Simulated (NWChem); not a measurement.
Molecule: SiBiH5; SMILES [BiH2][SiH3]

```xyz
7

Bi     0.0005    -0.4613     0.0264
H     -1.2985    -0.4489    -1.2157
H      1.2462    -0.4462    -1.2693
Si     0.0002     2.2135     0.0135
H     -0.0496     2.7795    -1.3678
H      1.2380     2.7056     0.6945
H     -1.1846     2.7070     0.7821
```
Atoms are numbered in this order, from 1.

Coordinates come from a PBE0/def2-SVP optimisation. def2 effective core potentials on Bi; no spin-orbit coupling.

List the 4 lowest vertical singlet excitations from CAM-B3LYP/def2-SVP with def2 effective core potentials on Bi, TDA (NWChem).


```
state  energy (eV)  oscillator strength  leading excitation (squared amplitude)
-----  -----------  -------------------  --------------------------------------
S1            5.96                0.013                    HOMO → LUMO+1 (0.97)
S2            6.31                0.064                    HOMO → LUMO+2 (0.49)
S3            6.57                0.227                    HOMO → LUMO+2 (0.46)
S4            7.15                0.033                  HOMO−1 → LUMO+1 (0.60)
```
